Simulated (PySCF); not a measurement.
PySCF input file for W(NH)2(F)(Cl) (ClFH2N2W), SMILES [NH]=[W](=[NH])([F])[Cl], multiplicity 1, TDDFT-PBE/def2-SVPD. Coordinates come from a B3LYP-D3(BJ)/def2-SVP optimisation. The spin state was assumed, not searched. The structure was generated by enumeration; whether it is a known compound was not checked. The def2 effective core potentials stand for the cores of W; spin–orbit coupling is left out.

```python
import numpy as np
from pyscf import gto, scf, dft, tdscf

mol = gto.M(
    atom='''
    W    -0.00927684    0.19393449    0.00000000
    N    -0.90676265    0.65603740   -1.42860119
    H    -1.69586627    1.04127253   -1.94195132
    N    -0.90676259    0.65603742    1.42860122
    H    -1.69586620    1.04127255    1.94195138
    F     1.61937356    1.14135938   -0.00000003
    Cl    0.12932549   -2.11120325    0.00000000
    ''',
    basis='def2-SVPD',
    ecp={'W': 'def2-svp'},
    charge=0,
    spin=0,
    symmetry=True,
    max_memory=1600,
    verbose=4,
)
mf = dft.RKS(mol, xc='pbe').density_fit(auxbasis='def2-universal-jkfit')
mf.grids.level = 3
mf.conv_tol = 1e-9
mf.max_cycle = 100
mf.kernel()
mf.grids = dft.Grids(mol).set(level=1).build(with_non0tab=True)  # coarser grid for the response kernel
td = tdscf.TDDFT(mf)
td.singlet = True
td.nstates = 10
td.conv_tol = 1e-4
td.positive_eig_threshold = 1e-6
td.kernel(x0=td.get_init_guess(mf, 15))
td.analyze()
tt = tdscf.TDA(mf)
tt.singlet = False
tt.nstates = 4
tt.conv_tol = 1e-4
tt.positive_eig_threshold = 1e-6
tt.kernel(x0=tt.get_init_guess(mf, 9))
tt.analyze(verbose=3)
```

It prints:

```
PySCF version 2.14.0

[INPUT] verbose = 4
[INPUT] num. atoms = 7
[INPUT] num. electrons = 56
[INPUT] charge = 0
[INPUT] spin (= nelec alpha-beta = 2S) = 0
[INPUT] symmetry True subgroup None
[INPUT] Mole.unit = angstrom
[INPUT] Symbol           X                Y                Z      unit          X                Y                Z       unit  Magmom
[INPUT]  1 W     -0.009276840000   0.193934490000   0.000000000000 AA   -0.017530686901   0.366483072207   0.000000000000 Bohr   0.0
[INPUT]  2 N     -0.906762650000   0.656037400000  -1.428601190000 AA   -1.713533068485   1.239731013472  -2.699664990328 Bohr   0.0
[INPUT]  3 H     -1.695866270000   1.041272530000  -1.941951320000 AA   -3.204722794188   1.967719902733  -3.669756142038 Bohr   0.0
[INPUT]  4 N     -0.906762590000   0.656037420000   1.428601220000 AA   -1.713532955101   1.239731051266   2.699665047020 Bohr   0.0
[INPUT]  5 H     -1.695866200000   1.041272550000   1.941951380000 AA   -3.204722661907   1.967719940527   3.669756255421 Bohr   0.0
[INPUT]  6 F      1.619373560000   1.141359380000  -0.000000030000 AA    3.060172521762   2.156856637903  -0.000000056692 Bohr   0.0
[INPUT]  7 Cl     0.129325490000  -2.111203250000   0.000000000000 AA    0.244389757025  -3.989595935792   0.000000000000 Bohr   0.0

nuclear repulsion = 263.812725808671
point group symmetry = Cs
symmetry origin: [9.77444600e-10 4.07268555e-09 1.33717824e-17]
symmetry axis x: [ 1.00000000e+00 -1.27423246e-09  1.29882055e-09]
symmetry axis y: [-1.27423246e-09 -1.00000000e+00 -2.09948055e-09]
symmetry axis z: [-1.29882055e-09 -2.09948056e-09  1.00000000e+00]
num. orbitals of irrep A' = 87
num. orbitals of irrep A" = 54
number of shells = 57
number of NR pGTOs = 218
number of NR cGTOs = 141
basis = def2-SVPD
ecp = {'W': 'def2-svp'}


******** <class 'pyscf.df.df_jk.DFSymAdaptedRKS'> ********
method = DFSymAdaptedRKS
initial guess = minao
damping factor = 0
level_shift factor = 0
DIIS = <class 'pyscf.scf.diis.CDIIS'>
diis_start_cycle = 1
diis_space = 8
diis_damp = 0
SCF conv_tol = 1e-09
SCF conv_tol_grad = None
SCF max_cycles = 100
direct_scf = False
XC library pyscf.dft.libxc version 7.1.2
    S. Lehtola, C. Steigemann, M. J. T. Oliveira, and M. A. L. Marques,  SoftwareX 7, 1–5 (2018)
XC functionals = pbe
    J. P. Perdew, K. Burke, and M. Ernzerhof,  Phys. Rev. Lett. 77, 3865 (1996)
    J. P. Perdew, K. Burke, and M. Ernzerhof,  Phys. Rev. Lett. 78, 1396 (1997)
    J. P. Perdew, K. Burke, and M. Ernzerhof,  Phys. Rev. Lett. 77, 3865 (1996)
    J. P. Perdew, K. Burke, and M. Ernzerhof,  Phys. Rev. Lett. 78, 1396 (1997)
radial grids:
    Treutler-Ahlrichs [JCP 102, 346 (1995); DOI:10.1063/1.469408] (M4) radial grids

becke partition: Becke, JCP 88, 2547 (1988); DOI:10.1063/1.454033
pruning grids: <function nwchem_prune>
grids dens level: 3
symmetrized grids: True
atomic radii adjust function: <function treutler_atomic_radii_adjust>
small_rho_cutoff = 0
Freeze 0 electrons in irreps []
    56 free electrons in irreps A' A"
Set gradient conv threshold to 3.16228e-05
Initial guess from minao.
tot grids = 104872
init E= -725.031535088307
HOMO (A") = -0.510248912758458  LUMO (A') = -0.324429693170842  gap/eV = 5.05640
cycle= 1 E= -737.106424601837  delta_E= -12.1  |g|= 1.11  |ddm|= 7.68
HOMO (A") = -0.123135007516415  LUMO (A') = -0.0820397970823863  gap/eV = 1.11826
cycle= 2 E= -734.174915179633  delta_E= 2.93  |g|= 3.74  |ddm|= 3.82
HOMO (A") = -0.216942239967526  LUMO (A') = -0.0333481426868682  gap/eV = 4.99585
cycle= 3 E= -737.171496487452  delta_E=   -3  |g|= 0.856  |ddm|= 3.49
HOMO (A") = -0.25339938235423  LUMO (A') = -0.115925836101138  gap/eV = 3.74085
cycle= 4 E= -737.34778631526  delta_E= -0.176  |g|= 0.313  |ddm|= 1.07
HOMO (A") = -0.26609662522015  LUMO (A') = -0.116042037116286  gap/eV = 4.08319
cycle= 5 E= -737.362417042054  delta_E= -0.0146  |g|= 0.176  |ddm|= 0.363
HOMO (A") = -0.255996705803667  LUMO (A') = -0.109150003892236  gap/eV = 3.99590
cycle= 6 E= -737.36822360528  delta_E= -0.00581  |g|= 0.0439  |ddm|= 0.146
HOMO (A") = -0.257812648041746  LUMO (A') = -0.110245682261238  gap/eV = 4.01550
cycle= 7 E= -737.368699967666  delta_E= -0.000476  |g|= 0.0163  |ddm|= 0.0501
HOMO (A") = -0.257841100626464  LUMO (A') = -0.109764682520767  gap/eV = 4.02936
cycle= 8 E= -737.368755139793  delta_E= -5.52e-05  |g|= 0.00533  |ddm|= 0.014
HOMO (A") = -0.257978880746996  LUMO (A') = -0.109699913409489  gap/eV = 4.03488
cycle= 9 E= -737.368761135574  delta_E= -6e-06  |g|= 0.000995  |ddm|= 0.00442
HOMO (A") = -0.257976556203106  LUMO (A') = -0.109672606726284  gap/eV = 4.03556
cycle= 10 E= -737.368761347768  delta_E= -2.12e-07  |g|= 0.000247  |ddm|= 0.00107
HOMO (A") = -0.257976079527646  LUMO (A') = -0.109676684346368  gap/eV = 4.03543
cycle= 11 E= -737.36876136156  delta_E= -1.38e-08  |g|= 5.04e-05  |ddm|= 0.000275
HOMO (A") = -0.25797807356652  LUMO (A') = -0.109677945464566  gap/eV = 4.03545
cycle= 12 E= -737.368761362227  delta_E= -6.67e-10  |g|= 5.56e-06  |ddm|= 5.89e-05
HOMO (A") = -0.257978193718859  LUMO (A') = -0.109678309566664  gap/eV = 4.03545
Extra cycle  E= -737.368761362206  delta_E= 2.14e-11  |g|= 1.13e-05  |ddm|= 1.83e-05
converged SCF energy = -737.368761362206
tot grids = 35736
Overwritten attributes  positive_eig_threshold  of <class 'pyscf.tdscf.rks.CasidaTDDFT'>


******** <class 'pyscf.tdscf.rks.CasidaTDDFT'> for <class 'pyscf.df.df_jk.DFSymAdaptedRKS'> ********
nstates = 10 singlet
deg_eia_thresh = 1.000e-03
wfnsym = None
conv_tol = 0.0001
eigh lindep = 1e-12
eigh level_shift = 0
eigh max_cycle = 100


Excitation energies (eV)
[4.19846977 4.59810194 4.76269151 4.86528749 5.16584602 5.3056702
 5.43101703 5.50054271 5.66408235 5.7990668 ]

** Singlet excitation energies and oscillator strengths **
Excited State   1:   A"      4.19847 eV    295.31 nm  f=0.0075
      28 -> 29       -0.68564
      28 -> 31        0.10931
Excited State   2:   A'      4.59810 eV    269.64 nm  f=0.0075
      27 -> 29       -0.68041
      28 -> 30        0.17737
Excited State   3:   A"      4.76269 eV    260.32 nm  f=0.0004
      26 -> 29       -0.69589
      28 -> 31       -0.11078
Excited State   4:   A'      4.86529 eV    254.83 nm  f=0.0061
      27 -> 29        0.17120
      28 -> 30        0.67191
Excited State   5:   A"      5.16585 eV    240.01 nm  f=0.0028
      27 -> 30        0.29866
      28 -> 31       -0.61287
      28 -> 32        0.14811
Excited State   6:   A'      5.30567 eV    233.68 nm  f=0.0052
      25 -> 29        0.63712
      26 -> 30       -0.20593
      27 -> 31       -0.19507
Excited State   7:   A"      5.43102 eV    228.29 nm  f=0.0001
      26 -> 31        0.21797
      27 -> 30       -0.42841
      28 -> 32        0.50702
Excited State   8:   A'      5.50054 eV    225.40 nm  f=0.0021
      26 -> 30        0.50425
      27 -> 31       -0.47473
      27 -> 32        0.10161
Excited State   9:   A"      5.66408 eV    218.90 nm  f=0.0140
      26 -> 31        0.54185
      26 -> 32       -0.16682
      27 -> 30       -0.12100
      28 -> 31       -0.11276
      28 -> 32       -0.37118
Excited State  10:   A'      5.79907 eV    213.80 nm  f=0.0067
      25 -> 29       -0.13008
      25 -> 31        0.11361
      26 -> 30       -0.24783
      27 -> 31       -0.37618
      27 -> 32       -0.47725
      28 -> 33       -0.13309

** Transition electric dipole moments (AU) **
state          X           Y           Z        Dip. S.      Osc.
  1        -0.0000      0.0000     -0.2702      0.0730      0.0075
  2         0.1094      0.2334      0.0000      0.0664      0.0075
  3        -0.0000     -0.0000      0.0606      0.0037      0.0004
  4        -0.0187     -0.2252     -0.0000      0.0511      0.0061
  5         0.0000      0.0000     -0.1475      0.0217      0.0028
  6         0.0674     -0.1880      0.0000      0.0399      0.0052
  7        -0.0000      0.0000     -0.0207      0.0004      0.0001
  8         0.0554     -0.1103      0.0000      0.0152      0.0021
  9        -0.0000      0.0000     -0.3181      0.1012      0.0140
 10        -0.1649      0.1406     -0.0000      0.0470      0.0067

WARN: ECP detected. Skipping calculation of transition velocity and magnetic dipole moments, which have not yet been implemented.

Overwritten attributes  positive_eig_threshold  of <class 'pyscf.tdscf.rks.TDA'>


******** <class 'pyscf.tdscf.rks.TDA'> for <class 'pyscf.df.df_jk.DFSymAdaptedRKS'> ********
nstates = 4 triplet
deg_eia_thresh = 1.000e-03
wfnsym = None
conv_tol = 0.0001
eigh lindep = 1e-12
eigh level_shift = 0
eigh max_cycle = 100


Excitation energies (eV)
[3.80480965 4.28152701 4.49558163 4.50275077]

** Triplet excitation energies and oscillator strengths **
Excited State   1:   A"      3.80481 eV    325.86 nm  f=0.0000
Excited State   2:   A'      4.28153 eV    289.58 nm  f=0.0000
Excited State   3:   A'      4.49558 eV    275.79 nm  f=0.0000
Excited State   4:   A"      4.50275 eV    275.35 nm  f=0.0000
```

Self-consistency was reached.
